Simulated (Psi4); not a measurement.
H₂Be, charge -1, doublet, at the geometry of the source list (a state made from the parent by changing its charge; the spin is typed, not shown lowest) (a gas-phase anion, which may not be bound at this level). Base run: Psi4 with B3LYP/6-311G**.

Geometry (Å):
```xyz
3

Be     0.0000     0.0000     0.0000
H      0.5339    -0.7085     0.9226
H     -0.5339     0.7085    -0.9226
```
Charge -1, spin multiplicity 2.
Orbitals are unrestricted.
All else is at Psi4's defaults (density fitting).
Base energy -15.88642 Eh.

Variants of this job, named by their change:

| change | ΔE vs base (mEh) | SCF cycles | grid points | basis functions | outcome |
|---|---|---|---|---|---|
| base | 0.000 | 8 | 65826 | 30 | converged |
| dft_spherical_points = 194 | 0.003 | 8 | 42434 | 30 | converged |
| dft_pruning_scheme = treutler | -0.081 | 8 | 36908 | 30 | converged |
| dft_spherical_points = 974 | 0.000 | 8 | 212134 | 30 | converged |
| dft_spherical_points = 110 | -0.024 | 8 | 24036 | 30 | converged |
| dft_radial_scheme = mura | 0.000 | 8 | 65692 | 30 | converged |
| level_shift = 1.0 | 0.000 | 8 | 65826 | 30 | converged |
| guess = modhuckel | 0.000 | 8 | 65826 | 30 | converged |
| guess = sapgau | 0.000 | 7 | 65826 | 30 | converged |
| scf_initial_accelerator = ediis | 0.000 | 8 | 65826 | 30 | converged |
| df_basis_scf = def2-universal-jkfit | -0.025 | 8 | 65826 | 30 | converged |
| dft_pruning_scheme = robust | 0.000 | 8 | 45620 | 30 | converged |
| df_basis_scf = cc-pvtz-jkfit | - | - | - | 30 | input refused |

Open shells are given as the SCF converged; they aren't shown to be the lowest states, and a large step between rows can be another state.

A gas-phase anion may not be bound at this level; its values then depend on the basis.

- df_basis_scf = cc-pvtz-jkfit: ended with `psi4.driver.qcdb.exceptions.BasisSetNotFound: BasisSet::construct: Unable to find a basis set for atom 1 for key JKFIT among:`
